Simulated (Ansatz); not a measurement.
FIn, charge +1, doublet, geometry from GFN2-xTB (such geometries of metal compounds can be far from the true shape) (a state made from the parent by changing its charge; the spin is typed, not shown lowest) (core potentials on In); Ansatz (a first-principles code) with CAM-B3LYP/def2-SVPD.

The Ansatz input:
Ansatz 0.2 input:
```yaml
crystal:
  periodic: [false, false, false]
  atoms:
    - {symbol: In, position_ang: [-0.00000000, -0.00000000, -0.35495561]}
    - {symbol: F, position_ang: [0.00000000, 0.00000000, 1.93253608]}
basis:
  gaussian:
    orbitals: def2-SVPD
hamiltonian:
  xc: cam_b3lyp
total_charge: 1
magnetization: {spin_polarized: true, initial_magnetization: 1}
```

Q: Write the output that Ansatz gives for this input, abridged.

A: 
```
Functional definition: CAM-B3LYP
647 factors; integrals over basis functions are off by at most 3.3e-4 eV
214 factors; integrals over basis functions are off by at most 4.0e-5 eV
mean field evaluation 1: about -7858.2512 eV, gradient 7.2e1 eV
mean field evaluation 2: about -7566.4342 eV, gradient 1.4e2 eV
mean field evaluation 4: about -7877.9194 eV, gradient 5.3e0 eV
mean field evaluation 8: about -7878.4744 eV, gradient 3.2e-1 eV
mean field evaluation 16: about -7878.4848 eV, gradient 1.2e-3 eV
mean field -7878.48482646 eV, -289.5289771434 hartree, gradient 2.3e-5 eV, S^2 0.770537; 1 other end points of the search recorded, 0 dependent functions left out
reference -7878.48492505 eV, -289.5289807669 hartree; 15, 14 occupied and 40, 41 virtual orbitals, 647 factors
Total energy: -7878.48492505 eV, -289.5289807669 hartree
```
